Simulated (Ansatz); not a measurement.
Relaxation of BCl2H4P (8 atoms, charge 0, multiplicity 1), to a largest force component of 0.03 eV/Å in at most 50 steps.

These are results of RHF/def2-SVP (Ansatz 0.2.0), not measurements.

```xyz
8
Properties=species:S:1:pos:R:3
B 0.107 -0.662 -0.310
H -0.067 0.445 1.817
Cl 1.574 0.262 -0.626
Cl -1.437 -0.007 -0.850
P 0.169 -2.349 0.600
H -0.722 -3.061 -0.226
H 1.371 -2.848 0.063
H -0.099 -0.203 2.103
```

Problem. Where does it end, and by what steps?

Solution. The forces met the threshold. The force dipped under the threshold on the way, but the program's further checks kept it going. After 11 steps the energy has fallen by 0.310 eV; H8 moved furthest, 1.09 Å.

```
step  energy less start (eV)  largest force component (eV/Å)  accepted
   0                  0.0000                           1.568       yes
   1                 -0.1578                           0.386       yes
   2                 -0.2452                           0.246       yes
   3                 -0.2742                           0.287       yes
   4                 -0.2879                           0.462       yes
   5                 -0.3034                           0.189       yes
   6                 -0.3077                           0.026       yes
   7                 -0.3085                           0.037       yes
   8                 -0.3088                           0.084       yes
   9                 -0.3089                           0.096       yes
  10                 -0.3095                           0.033       yes
  11                 -0.3095                           0.008       yes
```

```xyz
8
Properties=species:S:1:pos:R:3
B 0.140 -0.886 -0.627
H -0.107 1.115 2.677
Cl 1.590 0.089 -0.827
Cl -1.405 -0.224 -1.146
P 0.222 -2.578 0.288
H -0.703 -3.300 -0.489
H 1.409 -3.082 -0.275
H -0.249 0.443 2.971
```

Whether the end is a true minimum wasn't checked by a vibrational analysis.

Run time: 22 s on 1 thread of AMD EPYC 7R43 64-Core Processor (Zen 3), with other jobs on the host, peak memory 0.18 GiB.
